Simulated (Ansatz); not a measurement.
Process, species as SMILES: CB(C)O [dimethylborinic acid] → C[B]O + [CH3] (CH3) (the B-C bond at the site shown breaks; other sites are not compared here)
Each molecule is optimised on its own at B3LYP-D3(BJ)/def2-TZVP (Ansatz, a program for electronic structure), one conformer each, not searched for the lowest.
Geometry of the first species:
```xyz
11

C      1.1177    -1.0752     0.0003
B      0.0332     0.0619    -0.0227
C     -1.4653    -0.2033     0.3947
O      0.4457     1.3010    -0.4268
H      0.7429    -2.0038    -0.4391
H      2.0414    -0.7926    -0.5061
H      1.3686    -1.3185     1.0395
H     -1.5281    -0.7936     1.3129
H     -2.0640     0.7017     0.5318
H     -1.9560    -0.8047    -0.3791
H     -0.2512     1.9653    -0.4027
```
Charge 0, spin multiplicity 1.

Wanted: bond dissociation energy (electronic energy difference), in kcal/mol. Valence correlation only, unless marked. UHF or UKS for open shells. No spin-orbit coupling. Non-relativistic. CBS(X,Y): correlation extrapolated as X^-3; Hartree-Fock from the larger set. The bracket is a focal-point correction in the basis named.

Level to compare with: RI-MP2/CBS(cc-pVTZ,cc-pVQZ)+[CCSD(T)-MP2]/cc-pVTZ (Ansatz), 110.2 kcal/mol. It is a level with limits of its own, and the differences hold the functionals' basis error too.

Problem. Rank these functionals by how close they come to RI-MP2/CBS(cc-pVTZ,cc-pVQZ)+[CCSD(T)-MP2]/cc-pVTZ, closest first: CAM-B3LYP/def2-TZVPD (Ansatz); B97M-V/def2-TZVPD (Ansatz); revPBE/def2-TZVPD (Ansatz).

Solution. B97M-V/def2-TZVPD (meta-GGA with VV10, 108.7 kcal/mol, difference -1.5), CAM-B3LYP/def2-TZVPD (range-separated hybrid, 105.7 kcal/mol, difference -4.5), revPBE/def2-TZVPD (GGA, 99.6 kcal/mol, difference -10.6)
